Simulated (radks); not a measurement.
Values are calculated unless marked as measured or tabulated.
Question: Radial electron density D(r) = 4 pi r^2 rho(r) of an atom or ion with 6 electrons. Level of theory: Dirac Kohn-Sham, PBE, spin-unpolarised, spherical densities, point nucleus (a radial shooting solver on a logarithmic mesh with Libxc functionals).

r (bohr)  D(r) (e/bohr)
0.007665         0.2027
0.009437         0.2984
0.01153          0.4302
0.01408          0.6157
0.01733          0.8853
0.02117           1.241
0.02586           1.717
0.03184           2.364
0.03889           3.150
0.0475            4.095
0.05848           5.213
0.07142           6.336
0.08724           7.370
0.1074            8.156
0.1312            8.429
0.1602            8.088
0.1973            7.090
0.241             5.728
0.2943            4.360
0.3624            3.368
0.4426            3.058
0.5406            3.285
0.6656            3.686
0.8129            3.780
0.9929            3.350
1.222             2.443
1.493             1.461
1.824            0.6899
2.245            0.2370
2.743           0.06077
3.35            0.01041

What is the nuclear charge?

Answer: Z = 8. The innermost maximum, from 1s, lies near gamma/Z bohr with gamma = sqrt(1 - (Z/c)^2) = 0.998, here 0.125 bohr (found: 0.130), and its height grows with Z. The density is that of the oxygen ion O2+ in [He] 2s1 2p3; the configuration itself is not fixed sharply by these data. D(r) has 2 maxima, at r = 0.130, 0.769 bohr, and minima at 0.443 bohr, inside which lie 2.25 electrons.
